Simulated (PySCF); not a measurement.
# Zn (zinc, neutral) across methods

[Ar] 3d10 4s1 4p1, high-spin 3P determinant (an excited configuration). All numbers are calculated (PySCF 2.14, no relativity, point nucleus, in dyall-av2z). The B2PLYP total includes its PT2 part (frozen core); its orbital energies are those of the SCF part.

```json
{"method": "r2SCAN0", "E (hartree)": "-1779.220", "mean ε 3d β (eV)": "-15.315", "mean ε 4s α (eV)": "-8.746", "mean ε 4p α (eV)": "-3.423", "Σ⟨r²⟩ (bohr²)": "39.85", "⟨S²⟩": "2.002"}
{"method": "UHF", "E (hartree)": "-1777.72428", "mean ε 3d β (eV)": "-23.024", "mean ε 4s α (eV)": "-10.784", "mean ε 4p α (eV)": "-5.245", "Σ⟨r²⟩ (bohr²)": "41.18", "⟨S²⟩": "2.002"}
{"method": "CAM-B3LYP", "E (hartree)": "-1779.384", "mean ε 3d β (eV)": "-16.613", "mean ε 4s α (eV)": "-9.890", "mean ε 4p α (eV)": "-4.251", "Σ⟨r²⟩ (bohr²)": "40.19", "⟨S²⟩": "2.001"}
{"method": "PBE0", "E (hartree)": "-1779.025", "mean ε 3d β (eV)": "-15.114", "mean ε 4s α (eV)": "-8.534", "mean ε 4p α (eV)": "-3.308", "Σ⟨r²⟩ (bohr²)": "40.47", "⟨S²⟩": "2.002"}
{"method": "PBEsol", "E (hartree)": "-1777.622", "mean ε 3d β (eV)": "-12.304", "mean ε 4s α (eV)": "-7.653", "mean ε 4p α (eV)": "-2.548", "Σ⟨r²⟩ (bohr²)": "40.61", "⟨S²⟩": "2.002"}
{"method": "B2PLYP", "E (hartree)": "-1778.980", "mean ε 3d β (eV)": "-18.058", "mean ε 4s α (eV)": "-9.338", "mean ε 4p α (eV)": "-3.883", "Σ⟨r²⟩ (bohr²)": "40.77", "⟨S²⟩": "2.001"}
{"method": "r2SCAN", "E (hartree)": "-1779.255", "mean ε 3d β (eV)": "-12.508", "mean ε 4s α (eV)": "-7.881", "mean ε 4p α (eV)": "-2.756", "Σ⟨r²⟩ (bohr²)": "39.84", "⟨S²⟩": "2.003"}
{"method": "PBE", "E (hartree)": "-1779.006", "mean ε 3d β (eV)": "-12.302", "mean ε 4s α (eV)": "-7.621", "mean ε 4p α (eV)": "-2.574", "Σ⟨r²⟩ (bohr²)": "40.85", "⟨S²⟩": "2.002"}
{"method": "LDA", "E (hartree)": "-1776.387", "mean ε 3d β (eV)": "-12.638", "mean ε 4s α (eV)": "-7.832", "mean ε 4p α (eV)": "-2.588", "Σ⟨r²⟩ (bohr²)": "40.57", "⟨S²⟩": "2.002"}
```
